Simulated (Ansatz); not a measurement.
Born–Oppenheimer molecular dynamics of CH$_{6}$S$_{3}$Si (11 atoms, charge 0, multiplicity 1). It starts from a relaxed structure.

Computed with RKS LDA/STO-3G in Ansatz.

| Property | Result |
| --- | --- |
| ensemble | NVE (velocity Verlet) |
| time step | 0.25 fs |
| steps asked | 400 |
| starting velocities drawn for | 1000 K |
| seed | 945740 |

Frames 1.25 fs apart, positions in Å, forces in eV/Å.

Velocities at 42.5 fs (Å/ps):

```
Si 0.36 -0.79 1.67
C 7.03 4.13 -4.84
S -3.41 1.79 -1.20
S 0.11 0.20 0.80
S -0.35 0.20 0.33
H 0.46 -21.10 -13.04
H 4.82 -8.78 -12.98
H -15.61 -6.98 -8.41
H 14.96 -30.27 7.42
H 33.76 -30.61 47.03
H -16.20 0.80 -6.88
```

```xyz
11
Properties=species:S:1:pos:R:3:forces:R:3 time_fs=42.5 energy_less_start_eV=0.707 T=393
Si -1.446 0.378 0.749 -0.06 0.86 2.02
C 0.317 0.870 0.182 -0.13 -0.50 3.07
S 1.763 0.014 0.902 -0.53 -2.23 0.00
S 1.253 -1.937 0.115 1.17 1.32 -1.11
S 2.052 -1.806 -1.927 -1.07 0.32 1.25
H -1.429 0.385 2.272 0.22 -0.07 -1.58
H -2.450 1.442 0.466 0.68 -0.69 -0.31
H -1.950 -0.941 0.404 0.20 0.16 -0.40
H 0.582 0.865 -0.824 -0.41 0.32 -3.03
H 0.545 1.849 0.594 -0.54 1.04 -0.22
H 1.066 -0.935 -2.409 0.46 -0.54 0.31
11
Properties=species:S:1:pos:R:3:forces:R:3 time_fs=43.8 energy_less_start_eV=0.745 T=361
Si -1.446 0.377 0.751 0.10 0.30 1.22
C 0.325 0.875 0.178 -0.26 -0.82 2.81
S 1.759 0.016 0.900 -0.26 -2.56 0.14
S 1.253 -1.936 0.116 1.18 1.28 -1.11
S 2.051 -1.806 -1.926 -1.27 0.48 1.16
H -1.427 0.358 2.245 0.21 0.02 -1.00
H -2.439 1.427 0.448 0.49 -0.46 -0.26
H -1.967 -0.948 0.390 0.37 0.48 -0.31
H 0.598 0.831 -0.838 -0.55 0.67 -2.42
H 0.583 1.820 0.650 -0.67 1.29 -0.63
H 1.049 -0.938 -2.415 0.66 -0.69 0.40
11
Properties=species:S:1:pos:R:3:forces:R:3 time_fs=45.0 energy_less_start_eV=0.736 T=368
Si -1.445 0.377 0.754 0.43 -0.25 0.08
C 0.334 0.878 0.177 0.02 -0.75 1.24
S 1.754 0.017 0.899 -0.02 -2.76 0.23
S 1.254 -1.935 0.116 1.16 1.22 -1.09
S 2.050 -1.805 -1.925 -1.19 0.42 1.18
H -1.421 0.332 2.204 0.18 0.08 0.01
H -2.421 1.404 0.426 0.16 -0.06 -0.25
H -1.979 -0.948 0.372 0.49 0.64 -0.24
H 0.605 0.806 -0.885 -0.97 1.01 -0.40
H 0.611 1.809 0.697 -0.85 1.07 -1.13
H 1.043 -0.952 -2.415 0.58 -0.62 0.37
11
Properties=species:S:1:pos:R:3:forces:R:3 time_fs=46.2 energy_less_start_eV=0.808 T=306
Si -1.445 0.376 0.758 0.88 -0.62 -1.16
C 0.342 0.881 0.178 0.16 -0.49 -0.05
S 1.750 0.016 0.897 0.17 -2.81 0.27
S 1.256 -1.933 0.116 1.10 1.14 -1.06
S 2.048 -1.804 -1.923 -0.84 0.14 1.28
H -1.413 0.307 2.163 0.14 0.10 1.20
H -2.401 1.381 0.400 -0.21 0.37 -0.25
H -1.984 -0.938 0.351 0.52 0.61 -0.20
H 0.598 0.796 -0.940 -1.19 1.21 1.31
H 0.626 1.814 0.726 -1.00 0.67 -1.54
H 1.044 -0.975 -2.410 0.26 -0.33 0.21
11
Properties=species:S:1:pos:R:3:forces:R:3 time_fs=47.5 energy_less_start_eV=0.852 T=269
Si -1.443 0.375 0.760 1.30 -0.65 -1.98
C 0.351 0.884 0.179 -0.08 -0.18 -0.64
S 1.745 0.014 0.896 0.34 -2.70 0.25
S 1.258 -1.931 0.115 1.02 1.05 -1.02
S 2.046 -1.804 -1.921 -0.30 -0.26 1.45
H -1.403 0.283 2.139 0.09 0.09 1.98
H -2.384 1.363 0.370 -0.47 0.68 -0.22
H -1.981 -0.920 0.326 0.47 0.37 -0.21
H 0.573 0.804 -0.975 -1.10 1.21 2.14
H 0.626 1.829 0.733 -1.02 0.32 -1.73
H 1.050 -1.002 -2.401 -0.25 0.08 -0.03
11
Properties=species:S:1:pos:R:3:forces:R:3 time_fs=48.8 energy_less_start_eV=0.722 T=380
Si -1.442 0.373 0.762 1.56 -0.33 -1.89
C 0.359 0.886 0.179 -0.64 0.06 -0.62
S 1.741 0.010 0.895 0.48 -2.47 0.22
S 1.260 -1.928 0.114 0.92 0.94 -0.98
S 2.043 -1.803 -1.918 0.21 -0.62 1.59
H -1.391 0.261 2.144 0.00 0.11 1.81
H -2.373 1.355 0.337 -0.48 0.73 -0.11
H -1.971 -0.896 0.298 0.36 0.00 -0.25
H 0.532 0.830 -0.980 -0.78 1.01 2.11
H 0.611 1.849 0.715 -0.91 0.11 -1.62
H 1.051 -1.028 -2.394 -0.72 0.45 -0.26
11
Properties=species:S:1:pos:R:3:forces:R:3 time_fs=50.0 energy_less_start_eV=0.473 T=594
Si -1.439 0.372 0.763 1.62 0.21 -1.07
C 0.367 0.888 0.179 -1.39 0.21 0.02
S 1.737 0.006 0.894 0.60 -2.13 0.15
S 1.263 -1.925 0.112 0.80 0.81 -0.93
S 2.041 -1.802 -1.914 0.43 -0.73 1.57
H -1.380 0.240 2.174 -0.12 0.19 0.84
H -2.369 1.358 0.302 -0.26 0.52 0.11
H -1.956 -0.872 0.267 0.22 -0.40 -0.31
H 0.480 0.871 -0.954 -0.34 0.67 1.20
H 0.583 1.871 0.673 -0.67 0.09 -1.23
H 1.043 -1.048 -2.389 -0.89 0.57 -0.35
11
Properties=species:S:1:pos:R:3:forces:R:3 time_fs=51.2 energy_less_start_eV=0.316 T=729
Si -1.435 0.370 0.763 1.50 0.71 -0.14
C 0.373 0.890 0.178 -2.12 0.24 1.22
S 1.733 0.000 0.893 0.68 -1.69 0.08
S 1.267 -1.922 0.110 0.68 0.66 -0.87
S 2.039 -1.802 -1.909 0.21 -0.52 1.33
H -1.370 0.223 2.217 -0.24 0.27 -0.33
H -2.370 1.368 0.270 0.06 0.17 0.37
H -1.937 -0.854 0.231 0.13 -0.64 -0.31
H 0.423 0.922 -0.911 0.07 0.25 -0.49
H 0.545 1.894 0.612 -0.36 0.19 -0.61
H 1.021 -1.060 -2.390 -0.63 0.37 -0.25
11
Properties=species:S:1:pos:R:3:forces:R:3 time_fs=52.5 energy_less_start_eV=0.350 T=700
Si -1.431 0.369 0.763 1.27 0.95 0.43
C 0.376 0.893 0.179 -2.61 0.28 2.19
S 1.730 -0.006 0.892 0.73 -1.19 -0.01
S 1.270 -1.918 0.107 0.55 0.48 -0.80
S 2.037 -1.803 -1.904 -0.27 -0.13 0.97
H -1.364 0.209 2.256 -0.33 0.32 -1.20
H -2.369 1.381 0.242 0.35 -0.16 0.60
H -1.917 -0.845 0.190 0.12 -0.63 -0.21
H 0.366 0.977 -0.876 0.33 -0.18 -2.05
H 0.501 1.921 0.543 -0.04 0.27 0.11
H 0.990 -1.066 -2.395 -0.10 -0.01 -0.03
11
Properties=species:S:1:pos:R:3:forces:R:3 time_fs=53.8 energy_less_start_eV=0.448 T=616
Si -1.426 0.369 0.763 1.00 0.86 0.53
C 0.376 0.896 0.183 -2.92 0.64 1.69
S 1.727 -0.013 0.891 0.76 -0.68 -0.06
S 1.274 -1.914 0.104 0.41 0.27 -0.73
S 2.035 -1.803 -1.898 -0.74 0.23 0.59
H -1.363 0.200 2.277 -0.38 0.33 -1.61
H -2.363 1.391 0.224 0.51 -0.37 0.75
H -1.894 -0.846 0.146 0.19 -0.38 0.01
H 0.315 1.029 -0.869 0.50 -0.70 -2.09
H 0.457 1.951 0.475 0.25 0.14 0.74
H 0.958 -1.073 -2.399 0.42 -0.35 0.18
11
Properties=species:S:1:pos:R:3:forces:R:3 time_fs=55.0 energy_less_start_eV=0.527 T=548
Si -1.420 0.369 0.763 0.80 0.52 0.23
C 0.372 0.900 0.189 -3.18 1.36 0.02
S 1.724 -0.020 0.891 0.76 -0.18 -0.08
S 1.278 -1.909 0.101 0.26 0.05 -0.63
S 2.032 -1.803 -1.892 -1.00 0.44 0.27
H -1.367 0.196 2.275 -0.39 0.28 -1.57
H -2.350 1.397 0.217 0.49 -0.42 0.78
H -1.869 -0.852 0.103 0.27 -0.01 0.28
H 0.271 1.070 -0.891 0.73 -1.28 -0.78
H 0.416 1.983 0.418 0.51 -0.24 1.17
H 0.932 -1.084 -2.402 0.75 -0.54 0.30
11
Properties=species:S:1:pos:R:3:forces:R:3 time_fs=56.2 energy_less_start_eV=0.591 T=493
Si -1.414 0.369 0.764 0.71 0.10 -0.40
C 0.364 0.905 0.194 -3.24 1.98 -1.50
S 1.722 -0.028 0.890 0.70 0.29 -0.09
S 1.282 -1.905 0.098 0.11 -0.17 -0.51
S 2.029 -1.803 -1.886 -0.96 0.46 0.05
H -1.377 0.196 2.249 -0.37 0.18 -1.06
H -2.329 1.396 0.221 0.31 -0.29 0.70
H -1.839 -0.858 0.063 0.31 0.31 0.53
H 0.237 1.092 -0.926 0.94 -1.67 0.60
H 0.383 2.011 0.378 0.70 -0.66 1.37
H 0.917 -1.103 -2.399 0.79 -0.53 0.30
```

Of the whole run (100 fs, mean temperature of the second half 513 K): The conserved energy stayed within 0.13 meV per atom of its start (net change 0.097 meV per atom), so the integration is sound. The temperature averaged 0.51 of the 1000 K drawn at the start: a run that starts near a minimum puts about half its kinetic energy into the potential. A run of 0.1 ps of so small a system gives no equilibrium averages. Limits of this set-up: minimal basis.

Time of the run: 11 min on 1 thread of Arm Neoverse V1, with other jobs on the host, peak memory 0.088 GiB.
